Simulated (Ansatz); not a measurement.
Total energies of the cluster Ag₂O⁻ (the lowest doublet isomer of a short search) from Ansatz at PBE0-D4/def2-TZVPD, gas phase (1 Eh = 27.2114 eV = 2625.5 kJ/mol). The reference geometry is relaxed at PBE-D4/def2-TZVPD.

Cartesian coordinates in Å:
```
Ag -0.6832 -0.1273 1.3437
Ag 1.1799 -0.5334 -0.7822
O -0.4967 0.6607 -0.5615
```

```csv
state,geometry,energy (Eh)
charge -1 doublet,reference,-369.13426
charge 0 singlet,reference,-369.08609
charge -1 quartet,relaxed at PBE-D4/def2-TZVPD,-369.10474
```

In the def2 sets Ag takes a core potential; there is no spin–orbit coupling.

**Question.** Work out the vertical ionisation energy to the singlet.

**Answer.** E(charge 0 singlet) − E(charge -1 doublet) = -369.08609 − (-369.13426) = 0.04817 Eh = 1.31 eV. For comparison, −ε of the highest occupied level of the spin that leaves is -0.20 eV at this level, 1.51 eV less.

**Question.** Which of the charge -1 states is lowest, and how far above it are the others?

**Answer.** The doublet. quartet: -369.10474 − (-369.13426) = 0.02952 Eh = 77.5 kJ/mol.

At PBE0-D4/def2-TZVPD the highest occupied level of the charge -1 doublet lies above zero (up to 0.20 eV). By energy differences its removal costs 1.31 eV (vertical, to the charge 0 singlet, at PBE0-D4/def2-TZVPD); a positive level beside a positive removal energy at the same level points to self-interaction error. At PBE0-D4/def2-TZVPD the highest occupied level of the charge -1 quartet lies above zero (up to 0.18 eV). It is a level of α spin, whose loss leaves a triplet; that state wasn't run at this geometry and level. The electron is either unbound and held by the finite basis, or the level is raised by self-interaction error. 

The structure comes from a short search, and lower isomers may exist.
